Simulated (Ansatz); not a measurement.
Consider the substitution at a C–O bond: `CO[Si](C)(N)Cl` + `SB(Cl)Cl` → `CSB(Cl)Cl` + `C[Si](N)(O)Cl`.

Isolated molecules relaxed with PBE0-D4/def2-TZVP in Ansatz; ΔE leaves out vibrations. CCSD(T)/CBS is the MP2 limit (def2-TZVPP, def2-QZVPP) plus CCSD(T) − MP2 in def2-TZVPP, frozen cores. Functionals use def2-TZVPP. B3LYP here is the variant with VWN-RPA as its local correlation; programs differ in this. One conformer a species, not always the lowest.

```
             level  ΔE (kcal/mol)  difference from CCSD(T)/CBS
            PBE-D4          -12.8                         -0.1
         r2SCAN-D4          -12.7                          0.0
           PBE0-D4          -12.5                          0.2
          B3LYP-D4          -11.1                          1.6
               PBE          -12.8                         -0.1
     HF/def2-TZVPP           -9.0                          3.7
     HF/def2-QZVPP           -9.1                          3.6
    MP2/def2-QZVPP          -13.9                         -1.2
SCS-MP2/def2-QZVPP          -12.5                          0.2
      HF/CBS(def2)           -9.1                          3.6
       CCSD(T)/CBS          -12.7                            0
```

Largest T1 diagnostic among the species: 0.012.

In def2-TZVPP, CCSD(T) changes the Hartree–Fock value by −2.4 kcal/mol (the triples alone add −0.5 kcal/mol) and MP2 by −4.1 kcal/mol.
